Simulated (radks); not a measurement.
The numbers below are computed, except where a source is named.
Valence configurations of neutral cobalt (all share [Ar]). Level of theory: Dirac Kohn-Sham, PBE, spin-unpolarised, spherical densities, point nucleus; open shells are shared between the two j in proportion to 2j + 1 (a radial shooting solver on a logarithmic mesh with Libxc functionals). Energies are relative to 3d7 4s2; eigenvalues in eV.

\begin{tabular}{lrrrrrr}
valence & E (eV) & e(3d3/2) & e(3d5/2) & e(4p1/2) & e(4p3/2) & e(4s1/2) \\ \hline
3d8 4s1 & -1.203 & -4.343 & -4.169 & - & - & -4.375 \\
3d8.5 4s0.5 & -0.874 & -2.921 & -2.756 & - & - & -3.955 \\
3d9 & -0.116 & -1.911 & -1.754 & - & - & - \\
3d7 4s2 & 0.000 & -8.320 & -8.128 & - & - & -5.470 \\
3d7 4s1.5 4p0.5 & 2.135 & -9.272 & -9.079 & -1.769 & -1.716 & -6.088 \\
3d6.5 4s2 4p0.5 & 4.125 & -11.730 & -11.528 & -2.029 & -1.966 & -6.674 \\
3d7 4s1 4p1 & 4.350 & -10.129 & -9.935 & -2.158 & -2.100 & -6.622 \\
3d7 4p2 & 8.978 & -11.671 & -11.475 & -2.836 & -2.769 & - \\
3d6 4s2 4p1 & 9.659 & -15.301 & -15.087 & -2.677 & -2.598 & -7.782 \\
3d5 4s2 4p2 & 25.365 & -22.946 & -22.711 & -3.894 & -3.780 & -9.843 \\
\end{tabular}

NIST lists [Ar] 3d7 4s2 as the ground configuration; this level of theory puts 3d8 4s1 lower, by 1.203 eV. The energies are those of spherical spin-averaged densities, not of single terms.
